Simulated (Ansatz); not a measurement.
Born–Oppenheimer molecular dynamics of Cl2GaH3N (7 atoms, charge 0, multiplicity 2). It starts at the highest image of a converged band, a first-order saddle point between two minima.

All numbers below come from UKS B3LYP-D4/def2-SVP in Ansatz 0.2.0.

- ensemble: NVE (velocity Verlet)
- time step: 0.5 fs
- steps asked: 200
- starting velocities drawn for: 300 K
- seed: 3519

First frame:

```xyz
7
Properties=species:S:1:pos:R:3
Ga 0.027 -0.260 0.029
Cl -0.009 -0.107 2.353
N 1.570 0.162 -0.834
H 1.654 0.042 -1.840
H 2.470 0.108 -0.367
Cl -1.815 -0.386 -1.112
H 0.096 0.441 3.877
```

Task: How far do the bonds stretch over the last three quarters of this one trajectory? (Pairs bonded in most of those frames.)

Result: 
```
   bond  mean (Å)  spread (Å)  shortest  longest
Ga1–Cl2     2.562       0.229      2.29     3.05
 Ga1–N3     1.842       0.019      1.82     1.89
Ga1–Cl6     2.187       0.050      2.12     2.29
 Cl2–H7     1.420       0.126      1.23     1.63
  N3–H4     1.020       0.019      0.99     1.05
  N3–H5     1.021       0.024      0.98     1.07
```

Pairs bonded in part of these frames only: Ga1–Cl2 79 %.

Mean temperature of the second half: 643 K. The conserved energy stayed within 0.21 meV per atom of its start (net change 0.093 meV per atom), so the integration is sound. The kinetic energy rose, since the run started high on the potential surface and went downhill. It ends in pieces (ClGaH2N + ClH), so much of that is their flight and rotation, not heat. A run of 0.1 ps of so small a system gives no equilibrium averages.

Time of the run: 7.9 min on 4 threads of Intel(R) Xeon(R) Platinum 8259CL CPU @ 2.50GHz (Skylake/Cascade Lake), with other jobs on the host, peak memory 0.35 GiB.
